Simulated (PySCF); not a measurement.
## How methods differ on the excitation energy of As

As [Ar] 3d10 4s2 4p3 (4S) → As [Ar] 3d10 4s2 4p2 5s1, s spin flipped, as a difference of total energies. Calculation: PySCF 2.14, in aug-cc-pwCVDZ-PP with ECP10MDF; a scalar-relativistic core potential. Correlated levels: valence: 3s2 3p6 3d10 frozen. The calculations carry no spin-orbit coupling.

```json
{"method": "UHF", "excitation energy (cm⁻¹)": "54388"}
{"method": "MP2 (valence)", "excitation energy (cm⁻¹)": "55347"}
{"method": "SCS-MP2 (valence)", "excitation energy (cm⁻¹)": "54285"}
```

The upper determinant mixes two multiplicities, so it lies between the two terms.

The promoted electron is Rydberg-like, and one or two diffuse shells describe it only roughly, which tends to raise the upper state.
